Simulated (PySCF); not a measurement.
Isomers of C4H7F3Si.

All values: CAM-B3LYP/def2-SVPD (PySCF) at PBE0-D3(BJ)/def2-SVP geometries, gas phase, one conformer each. Core orbitals are frozen in the response; Δα² is half the sum of the squared differences of the principal polarisabilities.

Problem. Rank by HOMO–LUMO gap, lowest first.
A. `[F:1][C:2]([F:3])([F:4])[C@@H:5]1[CH2:6][CH2:7][SiH2:8]1` with C2–C5–C6–C7 -98°, C5–C6–C7–Si8 -19°, C6–C7–Si8–C5 15°, C2–C5–Si8–C7 99°
B. `[CH2:1]=[CH:2][CH2:3][SiH2:4][C:5]([F:6])([F:7])[F:8]` with C1–C2–C3–Si4 -102°, C2–C3–Si4–C5 -176°
C. `C[C@@H]1C[Si@H]1C(F)(F)F`

Solution. C (9.42 eV), B (9.69 eV), A (10.67 eV).

Problem. Rank by vertical ionisation energy (ΔSCF), lowest first.
A. `[F:1][C:2]([F:3])([F:4])/[CH:5]=[CH:6]/[CH2:7][SiH3:8]` with C5–C6–C7–Si8 -104°
B. `[F:1][C:2]([F:3])([F:4])[C@@H:5]1[CH2:6][CH2:7][SiH2:8]1` with C2–C5–C6–C7 -98°, C5–C6–C7–Si8 -19°, C6–C7–Si8–C5 15°, C2–C5–Si8–C7 99°
C. `[CH2:1]=[CH:2][CH2:3][SiH2:4][C:5]([F:6])([F:7])[F:8]` with C1–C2–C3–Si4 -102°, C2–C3–Si4–C5 -176°
D. `C[C@@H]1C[Si@H]1C(F)(F)F`
E. `C[Si@@H]1C[C@H]1C(F)(F)F`

Solution. D (9.28 eV), E (9.49 eV), C (9.71 eV), A (9.99 eV), B (10.58 eV).

Problem. Rank by polarisability anisotropy Δα, highest first.
A. `[F:1][C:2]([F:3])([F:4])[C@@H:5]1[CH2:6][CH2:7][SiH2:8]1` with C2–C5–C6–C7 -98°, C5–C6–C7–Si8 -19°, C6–C7–Si8–C5 15°, C2–C5–Si8–C7 99°
B. `[CH2:1]=[CH:2][CH2:3][SiH2:4][C:5]([F:6])([F:7])[F:8]` with C1–C2–C3–Si4 -102°, C2–C3–Si4–C5 -176°
C. `[F:1][C:2]([F:3])([F:4])/[CH:5]=[CH:6]/[CH2:7][SiH3:8]` with C5–C6–C7–Si8 -104°
D. `C[Si@@H]1C[C@H]1C(F)(F)F`
E. `C[C@@H]1C[Si@H]1C(F)(F)F`

Solution. C (5.06 Å³), B (4.38 Å³), E (3.33 Å³), D (3.09 Å³), A (1.67 Å³).

All values together:

```
                  SMILES  μ (D)  HOMO (eV)  LUMO (eV)  α (Å³)  Δα (Å³)  ΔSCF removal energy (eV)
    FC(F)(F)/C=C/C[SiH3]   3.14      -9.26       0.32   12.01     5.06                      9.99
C[C@@H]1C[Si@H]1C(F)(F)F   2.47      -8.51       0.91   11.46     3.33                      9.28
      C=CC[SiH2]C(F)(F)F   2.43      -8.89       0.80   11.77     4.38                      9.71
C[Si@@H]1C[C@H]1C(F)(F)F   3.82      -8.72       0.99   11.20     3.09                      9.49
FC(F)(F)[C@@H]1CC[SiH2]1   2.61      -9.80       0.88   10.89     1.67                     10.58
```

Conformers: `[F:1][C:2]([F:3])([F:4])/[CH:5]=[CH:6]/[CH2:7][SiH3:8]` with C5–C6–C7–Si8 -104°; `[CH2:1]=[CH:2][CH2:3][SiH2:4][C:5]([F:6])([F:7])[F:8]` with C1–C2–C3–Si4 -102°, C2–C3–Si4–C5 -176°; `[F:1][C:2]([F:3])([F:4])[C@@H:5]1[CH2:6][CH2:7][SiH2:8]1` with C2–C5–C6–C7 -98°, C5–C6–C7–Si8 -19°, C6–C7–Si8–C5 15°, C2–C5–Si8–C7 99°.

Problem. By how much does the ΔSCF value exceed −ε(HOMO) over the species that have both?

Solution. By 0.74 to 0.82 eV, 0.78 eV on average, over 5 species.
